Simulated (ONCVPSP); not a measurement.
**Cl ONCV: all-electron and pseudo phase curves**

ONCVPSP 4.0.1 input, shortened (lines: element, Z, core and valence counts, functional; n l f; lmax; l rc ep ncon nbas qcut; lloc lpopt rc5 dvloc0; l nproj debl; icmod fcfact rcfact), PBE, non-relativistic:

```
  Cl 17.00    3    2        4      upf
    1    0    2.00
    2    0    2.00
    2    1    6.00
    3    0    2.00
    3    1    4.50
    1
    0    1.30    0.00    4    7    4.70
    1    1.30    0.00    4    8    6.20
    1    5    1.30    0.00
    0    2    2.60
    1    0    1.00
    3    5.00    1.75
```

The phase is arctan(r·R′/R) of the radial function R(r), unwrapped; energies in Ha, scanned from -2 to 5 Ha. A pole is an energy at which the radial function vanishes at the test radius. The pseudo phase is shifted by a multiple of π to meet the all-electron one at the reference energy, and phase errors are pseudo minus all-electron; the curves can meet again beyond the range given. Levels narrower than the energy grid can be missing from the lists of poles.

| channel | radius (bohr) | reference energy (Ha) | poles, all-electron | poles, pseudo | unbroken range about the reference energy with phases within 0.05 rad | phase error 1 Ha above the reference energy (rad) |
| --- | --- | --- | --- | --- | --- | --- |
| s | 1.32 | -0.96 | 3.02 | 3.02 | the whole range | -0.000 |
| p | 1.32 | -0.51 | 3.48 | 3.18 | below 4.7 | -0.004 |

Phases in the s channel:

```tsv
E (Ha)	all-electron	pseudo
-1.98	0.029	0.028
-1.80	-0.148	-0.149
-1.62	-0.324	-0.325
-1.44	-0.490	-0.491
-1.26	-0.639	-0.639
-1.08	-0.768	-0.768
-0.90	-0.878	-0.878
-0.72	-0.970	-0.970
-0.54	-1.048	-1.048
-0.36	-1.114	-1.114
-0.18	-1.170	-1.170
0.00	-1.218	-1.218
0.18	-1.260	-1.260
0.36	-1.296	-1.296
0.54	-1.328	-1.328
0.72	-1.357	-1.357
0.90	-1.382	-1.383
1.08	-1.406	-1.406
1.26	-1.427	-1.427
1.44	-1.446	-1.446
1.62	-1.464	-1.464
1.80	-1.480	-1.480
1.98	-1.496	-1.496
2.16	-1.510	-1.510
2.34	-1.524	-1.524
2.52	-1.537	-1.537
2.70	-1.550	-1.550
2.88	-1.562	-1.562
3.06	-1.573	-1.574
3.24	-1.585	-1.585
3.42	-1.596	-1.597
3.60	-1.607	-1.608
3.78	-1.618	-1.619
3.96	-1.629	-1.631
4.14	-1.639	-1.642
4.32	-1.651	-1.654
4.50	-1.662	-1.666
4.68	-1.673	-1.678
4.86	-1.685	-1.692
```
